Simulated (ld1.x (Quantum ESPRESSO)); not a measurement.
## Cs (Z = 55), TM semilocal: configuration errors across variants

| Item | Value |
| --- | --- |
| Element | caesium (Cs) |
| Generator | ld1.x (Quantum ESPRESSO) 7.5 |
| Type | norm-conserving Troullier–Martins (semilocal form) |
| Functional | PW91 |
| Relativity | scalar-relativistic |
| Frozen core | [Kr] 4d10 5s2 |
| Valence charge | 7 |
| Reference configuration | 5p6 5d0 6s1 6p0 |
| Partial waves | 6s (bound): rc 3.85 bohr; 5d (bound, empty): rc 3.75 bohr; 5p (bound): rc 3.20 bohr |
| Local potential | the p channel |
| Core correction | Bessel-smoothed model core inside 3.20 bohr |

All-electron excitation energies from the reference (eV): (1) 5p6 5d0 6s0 6p0 3.893; (2) 5p6 5d0 6s0.5 6p0 1.467; (3) 5p5 5d0 6s1 6p0 17.917; (4) 5p6 5d1 6s0 6p0 1.660; (5) 5p6 5d0.5 6s0.5 6p0 0.836.

In the semilocal form every listed channel keeps its own potential, so the choice of the local channel does not act on these tests. It acts once the file is put into the separable form.

A semilocal file is local in each channel, so a ghost entry of none says nothing of the separable form that plane-wave codes build from it.

Tests that are not counted but printed errors over 1 eV. “base”: 5p6 5d0 6s0 6p1 (solver errors, printed error -1.2 eV). “all radii but the core radius scaled by about 1.32 (s 5.10, p 4.24, d 4.96 bohr)”: 5p6 5d0 6s0 6p1 (solver errors, printed error -1.2 eV). “wave 5p (bound): rc 3.20 bohr becomes 5p (bound): rc 3.92 bohr”: 5p6 5d0 6s0 6p1 (solver errors, printed error -1.2 eV). “local potential the d channel”: 5p6 5d0 6s0 6p1 (solver errors, printed error -1.2 eV). “wave 6s (bound): rc 3.85 bohr becomes 6s (bound): rc 5.56 bohr”: 5p6 5d0 6s0 6p1 (solver errors, printed error -1.2 eV).

2 further variants failed, have other tests or another functional or relativity, and are left out.

Errors AE − PS in meV (a dash: test not solved or not reliable):

| change | (1) | (2) | (3) | (4) | (5) | bound ghosts |
| --- | --- | --- | --- | --- | --- | --- |
| base | -1.1 | +0.3 | -38 | -2.6 | -0.5 | none |
| all radii but the core radius scaled by about 1.32 (s 5.10, p 4.24, d 4.96 bohr) | -3.1 | +0.2 | -23 | -0.6 | +0.1 | none |
| wave 5p (bound): rc 3.20 bohr becomes 5p (bound): rc 3.92 bohr | -1.2 | +0.3 | -39 | -2.6 | -0.5 | none |
| local potential the d channel | -1.2 | +0.3 | -38 | -2.6 | -0.5 | none |
| wave 6s (bound): rc 3.85 bohr becomes 6s (bound): rc 5.56 bohr | -6.8 | +0.4 | +34 | -0.6 | +0.1 | none |

**Question.** Give the same row for: wave 5d (bound): rc 3.75 bohr becomes 5d (bound): rc 4.24 bohr.

**Answer.** -1.1, +0.3, -38, -2.2, -0.4; bound ghosts: none. Not counted: 5p6 5d0 6s0 6p1 (solver errors, printed error -1.2 eV).
